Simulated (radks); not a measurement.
The numbers below are computed, except where a source is named.
Pb, 82 electrons, occupied as [Hg] 6p2 (the NIST ground configuration). Level of theory: scalar-relativistic Kohn-Sham, r2SCAN, spin-polarised, spherical densities, finite nucleus; open shells are filled with parallel spins first (spin-orbit coupling, left out, can overturn this in heavy ions); meta-GGA in the generalised Kohn-Sham scheme; Fermi nuclear charge, rms radius 5.5012 fm; hard spherical wall at 10 bohr (a radial shooting solver on a logarithmic mesh with Libxc functionals).

Normalised radial functions P(r) = r R(r), r in bohr:

r           5p up  5d down    7s up
0.001316   0.0046   0.0000   0.0169
0.001797   0.0076   0.0001   0.0207
0.002436   0.0124   0.0001   0.0248
0.003328   0.0206   0.0003   0.0290
0.00451    0.0334   0.0006   0.0325
0.006162   0.0540   0.0014   0.0343
0.008351   0.0846   0.0031   0.0329
0.01141    0.1299   0.0070   0.0260
0.01546    0.1882   0.0150   0.0123
0.02112    0.2559   0.0317  -0.0092
0.02863    0.3092   0.0625  -0.0335
0.03911    0.3090   0.1170  -0.0512
0.053      0.2026   0.1957  -0.0459
0.07241   -0.0403   0.2877  -0.0069
0.09813   -0.3272   0.3380   0.0491
0.1341    -0.4429   0.2623   0.0740
0.1817    -0.1625   0.0085   0.0201
0.2482     0.4010  -0.3412  -0.0791
0.3364     0.6511  -0.4970  -0.0960
0.4596     0.1509  -0.2266   0.0280
0.6229    -0.7197   0.3526   0.1534
0.8509    -1.1943   0.8657   0.1017
1.153     -0.9685   0.9757  -0.1067
1.576     -0.4647   0.7333  -0.2727
2.135     -0.1386   0.4017  -0.2241
2.917     -0.0232   0.1550   0.0372
3.953     -0.0021   0.0418   0.3455
5.401     -0.0001   0.0067   0.4985
7.32      0.0000   0.0006   0.3967
10        0.0000   0.0000   0.0000

5p up: eigenvalue -87.854 eV, 3 radial nodes at r = 0.0693, 0.200, 0.485 bohr, <r> = 0.979 bohr, 90 % of the charge inside 1.41 bohr. 5d down: eigenvalue -21.524 eV, 2 radial nodes at r = 0.183, 0.523 bohr, <r> = 1.30 bohr, 90 % of the charge inside 1.97 bohr. 7s up (empty): eigenvalue 0.731 eV, 6 radial nodes at r = 0.0187, 0.0753, 0.194, 0.435, 0.999, 2.81 bohr, <r> = 5.60 bohr, 90 % of the charge inside 7.71 bohr.
